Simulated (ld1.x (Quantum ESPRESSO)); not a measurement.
**Tc, PAW: configuration errors across variants**

```
Element                 : technetium (Tc)
Generator               : ld1.x (Quantum ESPRESSO) 7.5
Type                    : PAW
Functional              : LDA (PZ)
Relativity              : scalar-relativistic
Frozen core             : [Kr]
Valence charge          : 7
Reference configuration : 4d5 5s0 5p0 (charge +2)
Partial waves           : 5s (bound, empty): rcut 2.15, rcutus 2.65 bohr; 5s channel at -0.1 Ry: rcut 2.15, rcutus 2.65 bohr; 5p (bound, empty): rcut 2.85, rcutus 3.15 bohr; 5p channel at -0.15 Ry: rcut 2.85, rcutus 3.15 bohr; 4d (bound): rcut 1.80, rcutus 2.40 bohr; 4d channel at 2.65 Ry: rcut 1.80, rcutus 2.40 bohr
Local potential         : all-electron potential smoothed inside 1.90 bohr (lloc = -2)
Core correction         : Bessel-smoothed model core, default radius (core density twice the valence density)
Augmentation charge     : PSQ, radius 2.05 bohr
```

All-electron excitation energies from the reference (eV): (1) 4d5 5s2 5p0 -23.634; (2) 4d5 5s1 5p0 -15.203; (3) 4d4 5s0 5p0 28.928; (4) 4d5 5s0 5p2 -15.739; (5) 4d5 5s1.5 5p0 -20.227; (6) 4d5 5s1 5p1 -19.795; (7) 4d6 5s0 5p0 -17.085; (8) 4d5 5s0 5p0 spin -3.917.

Spin tests fill each open shell by Hund’s rule, majority spin first.

Errors AE − PS in meV (a dash: test not solved or not reliable):

```csv
change,(1),(2),(3),(4),(5),(6),(7),(8),bound ghosts
base,-13,-4.5,-163,-1.5,-9.0,-6.4,-85,-15,none
"waves 4d (bound): rcut 1.80, rcutus 1.90 bohr; 4d channel at 2.65 Ry: rcut 1.80, rcutus 1.90 bohr",-2.7,-0.7,-153,+1.5,-1.8,-0.2,-66,-13,none
"waves 4d (bound): rcut 1.80, rcutus 2.32 bohr; 4d channel at 2.65 Ry: rcut 1.80, rcutus 2.32 bohr",-7.0,-2.4,-160,+0.3,-4.9,-2.8,-79,-15,none
"waves 4d (bound): rcut 1.80, rcutus 2.68 bohr; 4d channel at 2.65 Ry: rcut 1.80, rcutus 2.68 bohr",-3.2,-0.8,-145,+1.5,-2.1,-0.5,-59,-15,none
"waves 4d (bound): rcut 1.80, rcutus 3.16 bohr; 4d channel at 2.65 Ry: rcut 1.80, rcutus 3.16 bohr",–,–,–,–,–,–,–,–,none
"waves 4d (bound): rcut 1.80, rcutus 3.44 bohr; 4d channel at 2.65 Ry: rcut 1.80, rcutus 3.44 bohr",–,–,–,–,–,–,–,–,none
```

Give the same row for: waves 4d (bound): rcut 1.50, rcutus 1.58 bohr; 4d channel at 2.65 Ry: rcut 1.50, rcutus 1.58 bohr.

-2.7, -0.7, -154, +1.6, -1.8, -0.2, -66, -12; bound ghosts: none.
